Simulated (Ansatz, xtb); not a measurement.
**C2H4CuFSi: which of two conformers lies lower**

Structure X is `C=C[Si@H](F)[Cu]`, a singlet and structure Y is `C=C[Si@H](F)[Cu]`, a singlet. Both are isolated molecules in the gas phase, relaxed with BLYP-D3(BJ)/def2-SVP.

X (Å):

```xyz
9

C    -1.1703   -0.3370   -0.3654
C    -0.0918   -1.0557   -0.7397
Cu    0.3002    1.3199   -3.1047
F     2.5766   -0.3955   -1.5463
Si    1.0440   -0.5612   -2.1607
H    -1.4230    0.6102   -0.8753
H    -1.8451   -0.6498    0.4494
H     0.1311   -1.9944   -0.1964
H     1.1497   -1.7262   -3.1131
```

Y (Å):

```xyz
9

C     1.3771   -0.3978   -1.8166
C     1.7892   -1.2363   -0.8410
Cu    2.5657   -0.6181    2.4039
F    -0.2209   -0.1676    0.8356
Si    1.0529   -1.2300    0.8855
H     0.5661    0.3274   -1.6395
H     1.8227   -0.4027   -2.8258
H     2.6118   -1.9452   -1.0536
H     0.4626   -2.5843    1.1869
```

Energies in hartree; the thermal terms are from BLYP-D3(BJ)/def2-SVP harmonic frequencies (ideal gas, rigid rotor, one conformer each, 298.15 K, 1 atm) and include the zero-point energy:

|  | X | Y |
| --- | --- | --- |
| E, CCSD(T)/def2-SVP | −2105.897697 | −2105.897355 |
| E, MP2/def2-SVP | −2105.867758 | −2105.867430 |
| E, MP2/def2-TZVPP | −2107.045489 | −2107.045349 |
| zero-point energy | 0.052752 | 0.052839 |
| H(298 K) − E | 0.060673 | 0.060730 |
| G(298 K) − E | 0.020252 | 0.020444 |

Correct the CCSD(T) difference for the basis set by the MP2 change, then work out ΔE, ΔE₀, ΔH and ΔG for X → Y in kJ/mol (1 Eh = 2625.50 kJ/mol) and the equilibrium ratio [Y]/[X].

1. Differences Y − X: CCSD(T) +0.000342, MP2 in the small set +0.000328, MP2 in the large set +0.000140 Eh.
2. ΔE = +0.000342 + (+0.000140 − (+0.000328)) = +0.000154 Eh = +0.40 kJ/mol.
3. ΔE₀ = ΔE + ΔZPE = +0.000154 + (+0.000087) Eh = +0.63 kJ/mol.
4. ΔH = ΔE + (+0.000057) Eh = +0.55 kJ/mol.
5. ΔG = ΔE + (+0.000192) Eh = +0.91 kJ/mol, so ΔS = (ΔH − ΔG)/T = −1.2 J/(mol K).
6. kT = 0.9442 mEh, so K = [Y]/[X] = exp(−ΔG/kT) = exp(−0.37) ≈ 0.69.

The two are too close for this level to say which is favoured. An error of 4 kJ/mol in ΔG would change K by a factor of 5. Large T1 diagnostics make the coupled-cluster value less sure. Mirror images and further conformers aren't counted.

Other levels gave ΔE = −0.4 (BLYP-D3(BJ)/def2-SVP); −1.5 (HF/def2-SVP); +0.9 (MP2/def2-SVP); +0.9 (CCSD(T)/def2-SVP) kJ/mol. The correlated steps freeze 13 core orbitals; the last core shell of Cu is correlated, in a basis made for valence electrons. Programs: Ansatz 0.2.0.
